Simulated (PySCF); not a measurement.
First SCF of a structure search on quartet FIrN, at a hand-made bent geometry. PySCF input:

```python
from pyscf import gto, scf, dft
mol = gto.M(atom='''
Ir     0.000000     0.000000     0.000000
N     -1.433500     0.000000     1.003800
F      1.523600     0.000000     1.066900''',
    basis={'Ir': 'def2-TZVP', 'N': 'def2-TZVP', 'F': 'def2-TZVP'},
    ecp={'Ir': 'def2-TZVP'},
    charge=0, spin=3)
mf = dft.UKS(mol, xc='PBE0')
mf.grids.atom_grid = (50, 194)
aux = {'Ir': 'def2-universal-JKFIT', 'N': 'def2-universal-JKFIT', 'F': 'def2-universal-JKFIT'}
mf = mf.density_fit(auxbasis=aux)
mf.conv_tol = 1e-08
mf.diis_space = 10
mf.max_cycle = 60
mf.init_guess = 'minao'
mf.verbose = 4
mf.kernel()
```

Excerpt of the output (cycles alone):

```
init E= -241.902561238604
cycle= 1 E= -258.565381378443  delta_E= -16.7  |g|= 0.61  |ddm|= 5.87
cycle= 2 E= -257.543081492592  delta_E= 1.02  |g|= 1.69  |ddm|= 1.27
cycle= 3 E= -258.665841508376  delta_E= -1.12  |g|= 0.36  |ddm|= 1.01
cycle= 4 E= -258.706197295386  delta_E= -0.0404  |g|= 0.208  |ddm|= 0.314
cycle= 5 E= -258.720564170757  delta_E= -0.0144  |g|= 0.102  |ddm|= 0.17
cycle= 6 E= -258.724484126411  delta_E= -0.00392  |g|= 0.0185  |ddm|= 0.0664
cycle= 7 E= -258.724868645103  delta_E= -0.000385  |g|= 0.00739  |ddm|= 0.0294
cycle= 8 E= -258.725004328497  delta_E= -0.000136  |g|= 0.00363  |ddm|= 0.0235
cycle= 9 E= -258.72504125001  delta_E= -3.69e-05  |g|= 0.00206  |ddm|= 0.0139
cycle= 10 E= -258.725049466066  delta_E= -8.22e-06  |g|= 0.000747  |ddm|= 0.00676
cycle= 11 E= -258.725051429596  delta_E= -1.96e-06  |g|= 0.000407  |ddm|= 0.00317
cycle= 12 E= -258.725052287335  delta_E= -8.58e-07  |g|= 0.000193  |ddm|= 0.0025
cycle= 13 E= -258.725052409687  delta_E= -1.22e-07  |g|= 9.12e-05  |ddm|= 0.000852
cycle= 14 E= -258.725052438559  delta_E= -2.89e-08  |g|= 2.67e-05  |ddm|= 0.000415
cycle= 15 E= -258.725052440999  delta_E= -2.44e-09  |g|= 1.34e-05  |ddm|= 0.00011
Extra cycle  E= -258.725052440735  delta_E= 2.64e-10  |g|= 3.71e-05  |ddm|= 3.92e-05
converged SCF energy = -258.725052440735  <S^2> = 3.7794489  2S+1 = 4.0146975
```

This is not the lowest solution: another start and a stability analysis within the same unrestricted form found one 1.8 kJ/mol lower, at -258.72573 Eh.

With open d or f shells other occupations or spin states may lie lower. With an element this heavy the missing spin–orbit coupling can shift these numbers.

The search for the lowest solution, 3 starts and the stability check together, took 21 s on 2 threads of a shared Intel Xeon Platinum 8375C @ 2.90GHz (Ice Lake) host, with 102 basis functions.
